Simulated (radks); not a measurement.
Values are calculated unless marked as measured or tabulated.
Question: Radial electron density D(r) = 4 pi r^2 rho(r) of an atom or ion with 15 electrons. Level of theory: scalar-relativistic Kohn-Sham, MS2 meta-GGA, spin-polarised, spherical densities, finite nucleus; meta-GGA in the generalised Kohn-Sham scheme; Fermi nuclear charge, rms radius of each element as measured or else 0.836 A^(1/3) + 0.57 fm (a radial shooting solver on a logarithmic mesh with Libxc functionals).

r (bohr)  D(r) (e/bohr)  spin D(r)
0.005521          6.196     0.0158
0.006908          8.797     0.0227
0.008642          12.22     0.0323
0.01081           16.54     0.0454
0.01353           21.64     0.0635
0.01692           27.17     0.0890
0.02117           32.43      0.127
0.02628           36.31      0.186
0.03287           38.06      0.290
0.04113           37.00      0.471
0.05145           33.82      0.775
0.06437           30.75       1.23
0.08053           30.67       1.81
0.1007            34.86       2.31
0.126             40.83       2.38
0.1564            42.95       1.77
0.1957            37.12      0.672
0.2448            25.21      0.267
0.3063            15.00       1.93
0.3832            11.74       5.34
0.4794            12.18       7.80
0.5998            10.08       6.82
0.7504            5.216       3.56
0.9314            1.608       1.11
1.165            0.2465      0.173
1.458           0.01691     0.0122
1.824         0.0004358   0.000328

What is the nuclear charge?

Answer: Z = 31. The innermost maximum, from 1s, lies near gamma/Z bohr with gamma = sqrt(1 - (Z/c)^2) = 0.974, here 0.0314 bohr (found: 0.0337), and its height grows with Z. The density is that of the gallium ion Ga16+ in [Ne] 3s1.75 3p3 3d0.25; the configuration itself is not fixed sharply by these data, and Z only to about a unit. D(r) has 3 maxima, at r = 0.0337, 0.150, 0.476 bohr, and minima at 0.0726, 0.389 bohr, inside which lie 2.10, 10.63 electrons.
